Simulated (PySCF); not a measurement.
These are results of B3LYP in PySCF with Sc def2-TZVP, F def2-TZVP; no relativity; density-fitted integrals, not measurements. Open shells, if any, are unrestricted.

Problem. What shape and geometry does isolated singlet ScF₃ take (every ligand bound to Sc)?

Solution. Formally Sc is in oxidation state +3, d0. The polar-tensor charge on Sc, 2.39, is below the formal one. The lowest minimum found is a singlet of D3h symmetry with Sc–F 1.849 Å (×3); F–Sc–F 120.0° (×3). Its harmonic wavenumbers are 88 (a2''), 167 (e'), 620 (a1'), 719 (e') cm⁻¹ and its dipole moment is 0.00 D.

This need not be the most stable arrangement of these atoms.
